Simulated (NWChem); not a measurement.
Molecule: CH$_{6}$OSi; SMILES C[SiH2]O

```xyz
9

Si     0.4964     0.0958     0.0019
C     -0.4539    -1.5293    -0.0206
O     -0.4928     1.4424    -0.0682
H      1.3605     0.2015    -1.1998
H      1.3551     0.1257     1.2250
H     -1.1058    -1.6393     0.8545
H      0.2466    -2.3744    -0.0162
H     -1.0770    -1.6142    -0.9180
H     -1.0634     1.5963     0.6970
```
Atoms are numbered in this order, from 1.

All runs: NWChem. Pople sets run with spherical d functions. All runs use the structure optimised with B3LYP/6-31G* (spherical d). Ions are spin-unrestricted doublets at the neutral geometry; other ion states weren't tried.

For level PBE/6-31+G*:

```yaml
vertical ionisation energy, ΔSCF (eV): 10.29
"−ε(HOMO) (eV)": 6.93
```

What are these values for level Hartree-Fock/6-31+G*?


| Property | Value |
|---|---|
| vertical ionisation energy, ΔSCF (eV) | 11.51 |
| −ε(HOMO) (eV) | 11.98 |
